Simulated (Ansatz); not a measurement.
Input file for `[Cl][Sn]([Cl])([Cl])[I]`:

```yaml
crystal:
  periodic: [false, false, false]
  atoms:
    - {symbol: Cl, position_ang: [-1.045732, -0.402253, 2.008301]}
    - {symbol: Sn, position_ang: [0.012121, -0.047595, 0.001018]}
    - {symbol: Cl, position_ang: [2.203219, -0.695638, 0.231598]}
    - {symbol: Cl, position_ang: [-0.967925, -1.410721, -1.565966]}
    - {symbol: I, position_ang: [-0.151783, 2.482608, -0.716352]}
basis:
  gaussian: {orbitals: def2-TZVPP}
correlation: {method: ccsd_t}
output: {orbitals: {seedname: orbitals}}
```

```sh
$ ansatz run in.yaml --threads 4 --pin off --events-out ev --progress --plain --max-ram 10444MiB
```

The program prints (abridged):

```
Functional definition: HF
1697 factors; integrals over basis functions are off by at most 9.6e-4 eV
mean field evaluation 1: about -51393.3607 eV, gradient 2.5e1 eV
mean field evaluation 2: about -51393.5461 eV, gradient 2.5e1 eV
mean field evaluation 4: about -51395.3899 eV, gradient 2.3e0 eV
mean field evaluation 8: about -51395.4219 eV, gradient 6.9e-2 eV
mean field -51395.42191106 eV, -1888.7469181633 hartree, gradient 1.6e-6 eV, S^2 0.000000; 0 other end points of the search recorded, 0 dependent functions left out
23 core orbitals not correlated: weight in the atoms' cores, before any rotation towards them, 1.000 or more for the frozen orbitals, at most 0.000 for the correlated occupied ones
reference -51395.42191106 eV, -1888.7469181633 hartree; 26, 26 occupied and 177, 177 virtual orbitals, 1697 factors
second order -37.10936482 eV of doubles, -0.00000000 eV of singles
cycle   1  -36.28298344 eV  change    8.3e-1 eV  update   1.2e-1
cycle   2  -37.09934814 eV  change   -8.2e-1 eV  update   3.3e-2
cycle   3  -37.22859214 eV  change   -1.3e-1 eV  update   1.6e-2
cycle   4  -37.19567707 eV  change    3.3e-2 eV  update   3.7e-3
cycle   5  -37.19445129 eV  change    1.2e-3 eV  update   1.6e-3
cycle   6  -37.19501842 eV  change   -5.7e-4 eV  update   3.4e-4
cycle   7  -37.19475672 eV  change    2.6e-4 eV  update   1.2e-4
cycle   8  -37.19473175 eV  change    2.5e-5 eV  update   2.8e-5
perturbative correction -1.29258329 eV, -0.0475015599 hartree
Total energy: -51433.90922610 eV, -1890.1613009035 hartree
```

It took 81 s on 4 threads of an Arm Neoverse V1 on a shared host, with 2.9 GiB of host memory at the peak.

Correlation energy per correlated electron: -0.740 eV. T1 diagnostic: 0.0101.
